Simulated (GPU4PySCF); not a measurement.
di-tert-butyl disulfide (C8H18S2), SMILES CC(C)(C)SSC(C)(C)C.

Coordinates come from a ωB97M-D3(BJ)/def2-TZVP optimisation. Other conformers were not sampled.

Computed with GPU4PySCF with ωB97M-D3(BJ)/def2-TZVP.

Frequencies are harmonic and unscaled.

Computed vibrational spectrum:
```
mode  ν (cm⁻¹)  IR (km/mol)  Raman (Å⁴/amu)  depolarisation  moving atoms (share of kinetic energy)
----  --------  -----------  --------------  --------------  --------------------------------------
1           42          0.0             0.1            0.66                          C 69 %, H 31 %
2           64          0.5             0.1            0.75                  C 52 %, S 25 %, H 23 %
3          104          1.0             0.3            0.68                  C 43 %, S 38 %, H 19 %
4          154          0.5             1.1            0.75                  S 41 %, C 40 %, H 20 %
5          169          0.1             4.7            0.28                  C 58 %, S 25 %, H 16 %
6          224          0.0             0.1            0.71                                  H 99 %
7          229          0.0             0.1            0.75                                  H 98 %
8          259          0.1             2.8            0.25                          C 57 %, H 40 %
9          278          0.0             0.5            0.15                                  H 93 %
10         279          0.0             0.0               –                                  H 96 %
11         295          0.3             0.7            0.75                  C 50 %, H 32 %, S 18 %
12         299          0.0             0.4            0.47                                  H 92 %
13         314          0.4             0.9            0.43                  C 51 %, H 32 %, S 17 %
14         324          0.1             0.9            0.75                  C 44 %, H 30 %, S 26 %
15         337          0.4             0.1            0.75                                  H 96 %
16         367          0.4             0.9            0.75                  S 35 %, C 35 %, H 30 %
17         374          0.0             1.2            0.12                  C 45 %, H 34 %, S 21 %
18         396          0.2             0.3            0.75                          C 58 %, H 38 %
19         399          0.1             0.5            0.71                          C 58 %, H 36 %
20         415          0.2             3.6            0.42                  C 48 %, H 33 %, S 18 %
21         427          0.0             0.2            0.75                  C 53 %, H 31 %, S 16 %
22         559          0.0             9.2            0.07                                  S 89 %
23         592          2.8             5.6            0.75                  C 53 %, S 24 %, H 23 %
24         599          0.3            31.9            0.11                  C 47 %, S 32 %, H 21 %
25         832          0.8             8.5            0.75                          C 69 %, H 30 %
26         832          0.1            11.2            0.51                          C 69 %, H 30 %
27         949          0.2             1.7            0.75                          H 61 %, C 39 %
28         949          0.1             5.1            0.73                          H 61 %, C 39 %
29         953          0.0             6.4            0.74                          H 64 %, C 36 %
30         954          1.1             0.1            0.75                          H 63 %, C 37 %
31         966          0.0             0.2            0.71                          H 82 %, C 18 %
32         969          0.0             0.0               –                          H 82 %, C 18 %
33        1041          2.1             1.9            0.75                          H 67 %, C 33 %
34        1043          0.0             1.9            0.66                          H 68 %, C 32 %
35        1045          0.6             3.0            0.75                          H 68 %, C 32 %
36        1046          0.3             1.4            0.71                          H 69 %, C 31 %
37        1197        102.4             7.3            0.75                          C 55 %, H 44 %
38        1204          8.9            15.2            0.30                          C 55 %, H 45 %
39        1253          1.4             2.1            0.75                          C 68 %, H 32 %
40        1255          0.4             3.5            0.72                          C 69 %, H 31 %
41        1259          1.0             1.8            0.75                          C 69 %, H 30 %
42        1263          1.2             5.2            0.51                          C 69 %, H 30 %
43        1394         13.7             0.2            0.75                          H 77 %, C 23 %
44        1395          0.0             0.3            0.74                          H 78 %, C 22 %
45        1396         19.3             0.2            0.75                          H 76 %, C 24 %
46        1397         19.4             0.1            0.65                          H 76 %, C 24 %
47        1420          8.2             0.0               –                          H 80 %, C 20 %
48        1422          1.2             0.1            0.46                          H 80 %, C 20 %
49        1467          0.1             1.1            0.75                                  H 96 %
50        1468          1.2             3.9            0.75                                  H 96 %
51        1474          1.6             3.8            0.75                                  H 96 %
52        1480          0.5             6.9            0.75                                  H 96 %
53        1480          0.6            12.3            0.75                                  H 96 %
54        1487          1.0            23.4            0.74                                  H 96 %
55        1492          1.4             4.5            0.66                                  H 95 %
56        1494         10.0             4.6            0.75                                  H 95 %
57        1497          8.7             3.3            0.60                                  H 95 %
58        1497         18.2             6.9            0.75                                  H 95 %
59        1508         15.5             0.4            0.75                                  H 95 %
60        1518          5.9             1.0            0.68                                  H 95 %
61        3053         30.6             4.1            0.75                                  H 97 %
62        3053          6.7            58.4            0.23                                  H 97 %
63        3055         25.4             7.5            0.75                                  H 97 %
64        3056          8.6            97.7            0.07                                  H 97 %
65        3060         63.3            28.1            0.75                                  H 97 %
66        3062         29.2           789.2            0.02                                  H 97 %
67        3120          2.7             1.5            0.75                           H 91 %, C 9 %
68        3121          9.2            37.2            0.74                           H 91 %, C 9 %
69        3123         16.4            23.4            0.75                           H 91 %, C 9 %
70        3125          6.7            63.8            0.64                           H 91 %, C 9 %
71        3128         86.4           172.3            0.75                           H 91 %, C 9 %
72        3129         12.3           114.1            0.75                           H 91 %, C 9 %
73        3134         12.4            47.0            0.75                           H 91 %, C 9 %
74        3134         18.7            40.2            0.75                           H 91 %, C 9 %
75        3143         13.0            28.6            0.75                           H 91 %, C 9 %
76        3143         20.3            56.1            0.73                           H 91 %, C 9 %
77        3150          1.0            40.7            0.75                           H 91 %, C 9 %
78        3157         30.7            22.8            0.75                           H 91 %, C 9 %
```
